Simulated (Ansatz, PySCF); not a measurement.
Gas-phase reaction (SMILES): O[Si](O)(O)[SiH3] + 3 [SiH4] (SiH4) -> 3 O[SiH3] + [SiH3][SiH3]; bond separation energy.

Structures are relaxed separately at B3LYP-D3(BJ)/def2-TZVP in Ansatz (a quantum-chemistry and plane-wave program), one conformer each, not searched for the lowest. Correlated levels leave the core frozen unless marked. No spin-orbit coupling. Non-relativistic. Basis-set limits of correlation are two-point, X^-3; Hartree-Fock from the larger set. The bracket is a focal-point correction in the basis named. Thermal terms are rigid-rotor harmonic-oscillator values from B3LYP-D3(BJ) frequencies (PySCF) at 298.15 K and 1 atm. 1 Eh = 627.5095 kcal/mol.

| species | E, RI-MP2/CBS(cc-pV(T+d)Z,cc-pV(Q+d)Z)+[CCSD(T)-MP2]/cc-pV(T+d)Z (Ansatz) (Eh) | E, PBE-D3(BJ)/def2-TZVPD (Ansatz + dftd3) (Eh) | H - E (Eh) | G - E (Eh) |
|---|---|---|---|---|
| O[Si](O)(O)[SiH3] | -807.43748 | -808.00747 | 0.07746 | 0.03488 |
| O[SiH3] | -366.68646 | -366.95852 | 0.04319 | 0.01395 |
| [SiH3][SiH3] | -581.73935 | -582.27792 | 0.05489 | 0.02381 |
| [SiH4] (SiH4) | -291.46100 | -291.72290 | 0.03520 | 0.01198 |

### Question
Work out ΔE and ΔH, ΔG, ΔS and the equilibrium constant at 298.15 K at the first level, then ΔH at the second.

### Answer

1. ΔE = [3×(-366.68646) + (-581.73935)] - [(-807.43748) + 3×(-291.46100)] = 0.02175 Eh = 13.6 kcal/mol at RI-MP2/CBS(cc-pV(T+d)Z,cc-pV(Q+d)Z)+[CCSD(T)-MP2]/cc-pV(T+d)Z.
2. The terms H - E add up to 0.00140 Eh, so ΔH = (0.02175 + (0.00140))×627.5095 = 14.5 kcal/mol.
3. The terms G - E add up to -0.00516 Eh, so ΔG = 10.4 kcal/mol, and ΔS = (0.00140 - (-0.00516))×627509.5/298.15 = 13.8 cal/(mol K).
4. log10 K = -ΔG/(RT ln 10) = -7.6, with RT ln 10 = 1.3642 kcal/mol.
5. At PBE-D3(BJ)/def2-TZVPD the same steps give ΔE = 14.2 and ΔH = 15.1 kcal/mol, a shift of +0.6 from the first level.
6. These values are not checked against measurement here, since the tables used lack a sound gas-phase enthalpy of formation for at least one species.
